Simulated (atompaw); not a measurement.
Reading a pseudo-wave (arsenic)

Columns: radius, all-electron u(r) and pseudo u(r) of the 4s shell (level -28.27 eV) of arsenic in the configuration [Ar] 3d10 4s2 4p1.5; PBE, scalar-relativistic, PAW (atompaw) scheme, atompaw 4.2.0.5.

```csv
r (bohr),all-electron,pseudo
0.065,0.0363,0.0481
0.131,0.2447,0.0968
0.196,0.1449,0.1447
0.262,-0.0739,0.1932
0.327,-0.2627,0.2406
0.392,-0.3718,0.2876
0.458,-0.3973,0.3349
0.523,-0.3553,0.3807
0.588,-0.2678,0.4258
0.654,-0.1516,0.4704
0.719,-0.0249,0.5131
0.785,0.1056,0.5550
0.850,0.2290,0.5944
0.915,0.3429,0.6318
0.981,0.4465,0.6673
1.046,0.5354,0.6997
1.112,0.6120,0.7295
1.177,0.6747,0.7557
1.242,0.7252,0.7783
1.308,0.7649,0.7974
1.373,0.7938,0.8122
1.438,0.8137,0.8229
1.504,0.8254,0.8292
1.569,0.8299,0.8310
1.635,0.8280,0.8281
1.700,0.8208,0.8208
```

How many radial nodes do the two functions have?

The all-electron 4s function has n − l − 1 = 3 (the table is too coarse to show those close to the nucleus); the pseudo-wave has 0, since the states of the same l below it are removed with the core.

Is the pseudo-wave norm-conserving?

No, it belongs to a PAW set: the norm inside the radius is not constrained, and the difference is carried by the augmentation charge.
